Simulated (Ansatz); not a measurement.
Born–Oppenheimer molecular dynamics of a periodic cell of 17 atoms, Nb₁₆N (host Nb, host structure bcc, interstitial N). It starts from a relaxed structure.

Computed with DFT PBEsol, scalar-relativistic, plane waves, PAW in Ansatz 0.2.0. Settings: cutoff 150 eV, k mesh 2x2x2, fermi-dirac smearing 0.05 eV, no spin polarisation.

| Quantity | Value |
| --- | --- |
| ensemble | NVT, Nosé–Hoover chain |
| time step | 1 fs |
| steps asked | 200 |
| set temperature | 900 K |
| thermostat | time constant 50 fs, chain length 5 |
| seed | 364823 |

Frames 10 fs apart, positions in Å.

Velocities at 70.0 fs (Å/ps):

```
Nb -2.47 1.62 -4.46
Nb -0.03 -1.01 11.06
Nb -1.29 1.05 -0.27
Nb 0.85 3.32 -0.41
Nb 0.55 -3.10 4.21
Nb -0.26 -3.34 -1.79
Nb -1.76 0.65 -7.46
Nb -0.71 0.83 1.87
Nb -0.61 -3.50 -4.44
Nb 3.34 0.73 1.97
Nb -2.89 -6.49 1.16
Nb 1.54 2.00 -1.58
Nb 3.16 3.58 -4.00
Nb 0.49 0.30 1.88
Nb 1.91 -1.59 2.54
Nb -1.43 3.49 0.03
N -2.51 9.66 -2.04
```

```xyz
17
Lattice="6.6000 0.0000 0.0000 0.0000 6.6000 0.0000 0.0000 0.0000 6.6000" Properties=species:S:1:pos:R:3 time_fs=70.0 energy_less_start_eV=-1.535 T=1086
Nb -0.103 0.046 -0.124
Nb 3.391 -0.171 -0.435
Nb -0.246 3.271 -0.179
Nb 0.136 -0.070 3.381
Nb 1.735 1.741 2.048
Nb 3.447 3.369 0.383
Nb 3.184 -0.047 3.678
Nb 4.817 1.725 1.618
Nb -0.215 3.096 3.490
Nb 1.895 4.934 1.557
Nb 1.185 1.635 5.037
Nb 3.308 3.274 3.156
Nb 4.898 5.270 1.319
Nb 4.860 1.780 5.037
Nb 1.350 4.767 4.758
Nb 5.189 4.997 4.881
N 3.218 0.129 1.637
17
Lattice="6.6000 0.0000 0.0000 0.0000 6.6000 0.0000 0.0000 0.0000 6.6000" Properties=species:S:1:pos:R:3 time_fs=80.0 energy_less_start_eV=-1.162 T=854
Nb -0.132 0.061 -0.169
Nb 3.389 -0.176 -0.342
Nb -0.253 3.286 -0.174
Nb 0.142 -0.034 3.377
Nb 1.730 1.702 2.085
Nb 3.439 3.337 0.348
Nb 3.167 -0.040 3.620
Nb 4.817 1.731 1.643
Nb -0.216 3.069 3.437
Nb 1.927 4.943 1.581
Nb 1.168 1.573 5.047
Nb 3.327 3.302 3.148
Nb 4.932 5.298 1.288
Nb 4.858 1.771 5.056
Nb 1.372 4.750 4.786
Nb 5.168 5.031 4.878
N 3.208 0.205 1.616
17
Lattice="6.6000 0.0000 0.0000 0.0000 6.6000 0.0000 0.0000 0.0000 6.6000" Properties=species:S:1:pos:R:3 time_fs=90.0 energy_less_start_eV=-1.137 T=816
Nb -0.169 0.072 -0.208
Nb 3.380 -0.171 -0.303
Nb -0.246 3.312 -0.160
Nb 0.140 -0.004 3.372
Nb 1.702 1.659 2.111
Nb 3.420 3.312 0.287
Nb 3.151 -0.036 3.603
Nb 4.832 1.736 1.680
Nb -0.206 3.058 3.375
Nb 1.957 4.955 1.611
Nb 1.179 1.531 5.051
Nb 3.349 3.342 3.156
Nb 4.968 5.305 1.278
Nb 4.844 1.743 5.076
Nb 1.392 4.732 4.814
Nb 5.135 5.060 4.865
N 3.246 0.200 1.624
17
Lattice="6.6000 0.0000 0.0000 0.0000 6.6000 0.0000 0.0000 0.0000 6.6000" Properties=species:S:1:pos:R:3 time_fs=100.0 energy_less_start_eV=-1.651 T=1047
Nb -0.211 0.077 -0.236
Nb 3.361 -0.160 -0.326
Nb -0.229 3.344 -0.145
Nb 0.125 0.012 3.369
Nb 1.664 1.621 2.127
Nb 3.396 3.298 0.210
Nb 3.138 -0.038 3.634
Nb 4.854 1.746 1.724
Nb -0.183 3.060 3.320
Nb 1.990 4.965 1.642
Nb 1.219 1.520 5.049
Nb 3.367 3.384 3.175
Nb 5.003 5.282 1.289
Nb 4.822 1.706 5.092
Nb 1.408 4.715 4.837
Nb 5.092 5.082 4.841
N 3.325 0.148 1.670
17
Lattice="6.6000 0.0000 0.0000 0.0000 6.6000 0.0000 0.0000 0.0000 6.6000" Properties=species:S:1:pos:R:3 time_fs=110.0 energy_less_start_eV=-2.061 T=1212
Nb -0.249 0.075 -0.250
Nb 3.333 -0.146 -0.387
Nb -0.207 3.377 -0.133
Nb 0.094 0.011 3.370
Nb 1.635 1.590 2.130
Nb 3.374 3.293 0.130
Nb 3.123 -0.042 3.708
Nb 4.873 1.764 1.764
Nb -0.147 3.074 3.282
Nb 2.024 4.970 1.667
Nb 1.283 1.539 5.039
Nb 3.376 3.419 3.202
Nb 5.035 5.231 1.312
Nb 4.795 1.673 5.101
Nb 1.419 4.697 4.856
Nb 5.044 5.093 4.806
N 3.404 0.125 1.698
17
Lattice="6.6000 0.0000 0.0000 0.0000 6.6000 0.0000 0.0000 0.0000 6.6000" Properties=species:S:1:pos:R:3 time_fs=120.0 energy_less_start_eV=-1.909 T=1079
Nb -0.272 0.068 -0.252
Nb 3.294 -0.131 -0.444
Nb -0.186 3.407 -0.125
Nb 0.049 -0.003 3.378
Nb 1.624 1.562 2.118
Nb 3.355 3.295 0.059
Nb 3.106 -0.044 3.795
Nb 4.883 1.788 1.794
Nb -0.100 3.102 3.268
Nb 2.057 4.970 1.679
Nb 1.354 1.574 5.024
Nb 3.380 3.444 3.235
Nb 5.059 5.162 1.337
Nb 4.769 1.653 5.098
Nb 1.428 4.680 4.870
Nb 4.998 5.088 4.763
N 3.437 0.140 1.677
17
Lattice="6.6000 0.0000 0.0000 0.0000 6.6000 0.0000 0.0000 0.0000 6.6000" Properties=species:S:1:pos:R:3 time_fs=130.0 energy_less_start_eV=-1.583 T=861
Nb -0.275 0.057 -0.246
Nb 3.242 -0.119 -0.463
Nb -0.168 3.429 -0.119
Nb -0.001 -0.020 3.395
Nb 1.631 1.536 2.095
Nb 3.341 3.307 0.003
Nb 3.082 -0.040 3.848
Nb 4.882 1.816 1.812
Nb -0.044 3.141 3.274
Nb 2.088 4.966 1.675
Nb 1.418 1.611 5.007
Nb 3.380 3.457 3.273
Nb 5.072 5.084 1.359
Nb 4.751 1.656 5.083
Nb 1.437 4.668 4.881
Nb 4.965 5.065 4.725
N 3.420 0.147 1.666
17
Lattice="6.6000 0.0000 0.0000 0.0000 6.6000 0.0000 0.0000 0.0000 6.6000" Properties=species:S:1:pos:R:3 time_fs=140.0 energy_less_start_eV=-1.668 T=852
Nb -0.264 0.041 -0.239
Nb 3.180 -0.108 -0.433
Nb -0.154 3.439 -0.116
Nb -0.048 -0.032 3.414
Nb 1.647 1.512 2.067
Nb 3.331 3.329 -0.038
Nb 3.054 -0.030 3.841
Nb 4.872 1.844 1.823
Nb 0.014 3.183 3.293
Nb 2.115 4.957 1.655
Nb 1.463 1.648 4.992
Nb 3.377 3.455 3.311
Nb 5.075 5.012 1.380
Nb 4.742 1.677 5.059
Nb 1.450 4.663 4.888
Nb 4.950 5.026 4.700
N 3.410 0.131 1.700
17
Lattice="6.6000 0.0000 0.0000 0.0000 6.6000 0.0000 0.0000 0.0000 6.6000" Properties=species:S:1:pos:R:3 time_fs=150.0 energy_less_start_eV=-1.813 T=875
Nb -0.246 0.022 -0.234
Nb 3.119 -0.101 -0.369
Nb -0.145 3.434 -0.115
Nb -0.085 -0.033 3.430
Nb 1.663 1.492 2.042
Nb 3.326 3.357 -0.069
Nb 3.028 -0.018 3.789
Nb 4.854 1.872 1.829
Nb 0.068 3.220 3.315
Nb 2.132 4.939 1.622
Nb 1.486 1.685 4.981
Nb 3.372 3.437 3.346
Nb 5.065 4.954 1.401
Nb 4.741 1.707 5.032
Nb 1.470 4.670 4.894
Nb 4.949 4.982 4.697
N 3.465 0.116 1.726
17
Lattice="6.6000 0.0000 0.0000 0.0000 6.6000 0.0000 0.0000 0.0000 6.6000" Properties=species:S:1:pos:R:3 time_fs=160.0 energy_less_start_eV=-1.745 T=800
Nb -0.229 -0.002 -0.234
Nb 3.062 -0.093 -0.301
Nb -0.139 3.414 -0.118
Nb -0.111 -0.022 3.444
Nb 1.674 1.478 2.020
Nb 3.329 3.387 -0.094
Nb 3.009 -0.009 3.728
Nb 4.835 1.899 1.833
Nb 0.111 3.246 3.334
Nb 2.142 4.917 1.582
Nb 1.488 1.720 4.975
Nb 3.360 3.402 3.375
Nb 5.046 4.913 1.421
Nb 4.743 1.739 5.007
Nb 1.499 4.694 4.905
Nb 4.959 4.938 4.718
N 3.571 0.108 1.709
17
Lattice="6.6000 0.0000 0.0000 0.0000 6.6000 0.0000 0.0000 0.0000 6.6000" Properties=species:S:1:pos:R:3 time_fs=170.0 energy_less_start_eV=-1.577 T=690
Nb -0.215 -0.030 -0.240
Nb 3.009 -0.084 -0.257
Nb -0.134 3.380 -0.128
Nb -0.123 0.000 3.455
Nb 1.681 1.466 2.001
Nb 3.343 3.413 -0.118
Nb 2.999 -0.003 3.681
Nb 4.819 1.929 1.835
Nb 0.142 3.258 3.346
Nb 2.143 4.898 1.546
Nb 1.474 1.750 4.975
Nb 3.344 3.355 3.397
Nb 5.024 4.888 1.437
Nb 4.748 1.768 4.986
Nb 1.536 4.736 4.921
Nb 4.977 4.899 4.759
N 3.667 0.084 1.693
17
Lattice="6.6000 0.0000 0.0000 0.0000 6.6000 0.0000 0.0000 0.0000 6.6000" Properties=species:S:1:pos:R:3 time_fs=180.0 energy_less_start_eV=-1.563 T=668
Nb -0.203 -0.063 -0.252
Nb 2.956 -0.070 -0.246
Nb -0.129 3.339 -0.143
Nb -0.124 0.027 3.467
Nb 1.685 1.457 1.983
Nb 3.367 3.433 -0.143
Nb 2.994 0.000 3.658
Nb 4.811 1.959 1.833
Nb 0.161 3.260 3.351
Nb 2.135 4.886 1.522
Nb 1.447 1.769 4.982
Nb 3.321 3.304 3.413
Nb 5.006 4.874 1.444
Nb 4.758 1.794 4.968
Nb 1.572 4.793 4.942
Nb 5.002 4.866 4.814
N 3.703 0.051 1.706
```

Of the whole run (200 fs, mean temperature of the second half 861 K): The conserved energy stayed within 0.13 meV per atom of its start (net change -0.088 meV per atom), so the integration is sound. A run of 0.2 ps of so small a system gives no equilibrium averages. The plane-wave cutoff is below what these datasets need, so energies and pressures aren't converged. Limits of this set-up: coarse k mesh, odd electron count without spin.

Run time: 4.4 min on 2 threads of Intel(R) Xeon(R) Platinum 8488C (Sapphire Rapids), on a shared host, peak memory 0.54 GiB.
